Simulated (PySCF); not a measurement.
# Two-component Hartree-Fock for Ag (silver, neutral)

Start: [Kr] 4d10 5s1; 5s1/2 filled at m_j = +1/2. Calculated with PySCF 2.14 in x2c-TZVPall-2c: generalised Hartree-Fock with the X2C-1e Hamiltonian and a Gaussian nucleus; one run each with spin-orbit coupling (SO) switched off, then screened by Boettger's factors.

```tsv
spinor shell	electrons	ε, spin-free (eV)	ε, screened SO (eV)	weight of nominal j (screened SO)	rms radius, screened SO (bohr)
1s1/2	2	-25645.6	-25643.6	1.000	0.0357
2s1/2	2	-3861.9	-3861.4	1.000	0.146
2p1/2	2	-3457.0	-3578.4	1.000	0.127
2p3/2	4	-3457.0	-3401.1	1.000	0.131
3s1/2	2	-744.77	-744.64	1.000	0.392
3p1/2	2	-608.45	-630.64	1.000	0.387
3p3/2	4	-608.45	-598.19	1.000	0.398
3d3/2	4	-393.99	-397.78	1.000	0.374
3d5/2	6	-393.99	-391.35	1.000	0.377
4s1/2	2	-116.20	-116.19	1.000	0.979
4p1/2	2	-74.581	-78.304	1.000	1.06
4p3/2	4	-74.581	-72.871	1.000	1.09
4d3/2	4	-13.891	-14.306	0.998	1.52
4d5/2	6	-13.891	-13.618	0.999	1.55
5s1/2	1	-6.484	-6.487	1.000	3.68
```

| quantity | spin-free | screened SO |
| --- | --- | --- |
| E (hartree) | -5312.33376 | -5313.31643 |
| M_J | 1/2 | 1/2 |
| ⟨J²⟩ | 0.752 | 0.752 |
| ⟨L²⟩ | 0.000 | 0.015 |
| ⟨S²⟩ | 0.752 | 0.767 |

Breit and QED terms are absent; they matter most for the inner s and p1/2 levels.

Densities and radii are taken from the X2C orbitals without a picture-change correction, which distorts them close to the nucleus.

Without spin-orbit coupling the j labels of p, d and f shells carry no meaning; the spin-free column gives the mean over the occupied spinors of each nl shell.
